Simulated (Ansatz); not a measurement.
Consider the formal loss of a carbene: `OC[SiH](O)S` → `[CH2]` (triplet) + `O[SiH](O)S`.

Isolated molecules relaxed with PBE0-D4/def2-TZVP in Ansatz; ΔE leaves out vibrations. CBS: MP2 limit from def2 TZ/QZ plus the TZ coupled-cluster correction, frozen cores. This one scheme is used for every species. DFT in def2-TZVPP. Triplets are unrestricted, without spin–orbit coupling. One conformer a species, not always the lowest.

CCSD(T)/CBS gives +260.0 kJ/mol.

Question: Another level gave +242.1 kJ/mol. Which?
A. B2PLYP/def2-TZVPP
B. HF/def2-TZVPP
C. r2SCAN-D4/def2-TZVPP
D. PBE0/def2-TZVPP

Answer: C. r2SCAN-D4 242.1, B2PLYP 250.4, HF/def2-TZVPP 102.8, PBE0 261.6 kJ/mol.

Largest T1 diagnostic among the species: 0.011.

The D4 term adds +12.2 kJ/mol with B3LYP and +6.6 kJ/mol with PBE0; it sums over pairs of atoms, weighted by their polarisabilities, and B3LYP, whose exchange is more repulsive, gets the larger term. In def2-TZVPP, CCSD(T) changes the Hartree–Fock value by +147.6 kJ/mol (the triples alone add +13.4 kJ/mol) and MP2 by +153.4 kJ/mol.

B3LYP here is the variant with VWN-RPA as its local correlation; programs differ in this.
